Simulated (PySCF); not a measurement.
Vibration and rotation of KLi

RHF-CCSD(T) constants of KLi, ¹Σ⁺ (singlet), closed shell (PySCF, no relativity, basis sets K 3-21G, Li 3-21G; masses 38.9637 and 7.0160 u):

* ωe: 183.3 cm⁻¹
* ωexe: 1.12 cm⁻¹
* Be: 0.23388 cm⁻¹
* αe: 0.00164 cm⁻¹
* De to K + Li: 0.64 eV

(1) What force constant and bond length do these constants imply?

(2) Estimate the centrifugal constant D from the Kratzer relation and find the Dunham coefficient a1.

Correlated steps freeze 5 core orbitals. Where the molecule has an RHF reference, its open-shell atoms are computed with UHF. 3-21G is very small, so such numbers show the basis as much as the molecule.

Results:

(1) Reduced mass μred = 5.9454 u; k = 5.8918×10⁻⁷·μred·ωe² (u, cm⁻¹, mdyn/Å) = 0.118 mdyn/Å; Re = √(16.8576/(μred·Be)) (u, cm⁻¹, Å) = 3.482 Å.

(2) D = 4Be³/ωe² = 1.52e-06 cm⁻¹; a1 = −1 − αeωe/(6Be²) = -1.92.
